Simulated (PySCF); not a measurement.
# Bond lengths and vibrations by method: AlClFH2O anion

Calculated results; nothing here was measured. They come from PySCF 2.14.0, an open-source quantum chemistry program, on an isolated molecule that a program drew, which may never have been made. The molecule is AlClFH2O anion (charge -1, singlet), drawn as the SMILES string `[OH][AlH-]([F])[Cl]`.

The geometry was optimised and harmonic frequencies were computed with HF and MP2, all in the aug-cc-pV(D+d)Z basis, for the commonest isotopes, with a restricted reference for singlets and an unrestricted one otherwise, and a frozen core in MP2. Each result is a local minimum of its method.

Geometry at the HF minimum:
```xyz
6
AlClFH2O anion, angstrom
O     1.7665   -0.9506    1.3373
Al    0.4193    0.1216    1.0684
F     0.8973    1.7382    1.0272
Cl   -0.3575   -0.3233   -1.0112
H     2.2683   -1.2215    0.5905
H    -0.7434   -0.0930    2.1461
```

Lengths of the bonds as drawn, in Å (atoms numbered as above):
```
bond,HF,MP2
O1-Al2,1.743,1.777
Al2-F3,1.686,1.719
Al2-Cl4,2.264,2.258
O1-H5,0.940,0.964
Al2-H6,1.600,1.599
```

Rotational constants, in GHz:
| constant | HF | MP2 |
|---|---|---|
| A | 5.824 | 5.608 |
| B | 3.001 | 2.992 |
| C | 2.207 | 2.172 |

Harmonic frequencies in cm^-1, each column in rising order, so a row needn't be the same motion in every method:
```
rank    HF   MP2
   1   103   102
   2   205   196
   3   231   217
   4   303   280
   5   382   384
   6   669   627
   7   714   668
   8   722   684
   9   775   746
  10   806   764
  11  1873     ?
  12  4229  3894
```

**Estimate the missing MP2 frequency from the HF column.**

A single factor s that minimises the squared misfit of MP2 against s times HF over the other rows is sum(HF x MP2) / sum(HF^2) = 0.9250, with an rms misfit of 16 cm^-1. For rank 11 it gives 0.9250 x 1873 = 1733 cm^-1. The calculation gives 1862 cm^-1, 129 cm^-1 above the estimate. The drawn bonds are on average 1.2 % longer in MP2 than in HF.
